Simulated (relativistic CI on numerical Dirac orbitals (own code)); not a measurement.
## Os LXVI: sensitivity of the levels to the model

Base calculation: Dirac-Coulomb-Breit CI, orbitals from a KLI potential per configuration, model QED (radiative potential, 1s self-energy scaled to tabulated hydrogen-like ionisation energies), unscaled Slater integrals.

Configuration list (outside the closed core [Ne]): 3s, 3p, 3d, 4s, 4p, 4d, 4f, 5s, 5p, 5d, 5f, 5g, 6s, 6p, 6d, 7s, 7p. Levels of other configurations are missing.

Variants: (1) Breit term removed; (2) non-relativistic limit. Shifts of the energy above 3s 2S_1/2, in eV, for the lowest level and the first level of each name with at least 55 % of one term (blank where a level changes its place among those of its configuration and J or its character, or is not in the variant):

| Level | Base | Δ(1) | Δ(2) |
| --- | --- | --- | --- |
| 3s 2S_1/2 | 0.00 | 0.00 | 0.00 |
| 3p 2P°_1/2 | 166.68 | -4.64 | -31.37 |
| 3p 2P°_3/2 | 590.96 | +0.05 | -455.64 |
| 3d 2D_3/2 | 784.04 | +1.56 | -465.04 |
| 3d 2D_5/2 | 880.08 | +4.25 | -561.08 |
| 4s 2S_1/2 | 3470.54 | +4.12 | -332.48 |
| 4p 2P°_1/2 | 3539.33 | +2.27 | -344.18 |
| 4p 2P°_3/2 | 3713.08 | +4.08 | -517.93 |
| 4d 2D_3/2 | 3786.33 | +4.85 | -520.66 |
| 4d 2D_5/2 | 3827.83 | +5.85 | -562.16 |
| 4f 2F°_5/2 | 3866.04 | +6.55 | -558.64 |
| 4f 2F°_7/2 | 3884.30 | +6.69 | -576.90 |
| 5s 2S_1/2 | 5013.94 | +5.46 | -455.72 |
| 5p 2P°_1/2 | 5048.43 | +4.55 | -461.13 |

At this charge energies of transitions that change n are usually good to better than 1 %, and those within a shell (Δn = 0) to a few per cent.

Ionisation energy from the two ground configurations alone: base 7605.75 eV; Breit term removed 7612.52 eV. The NIST ASD value (theoretical) is 7610 eV.
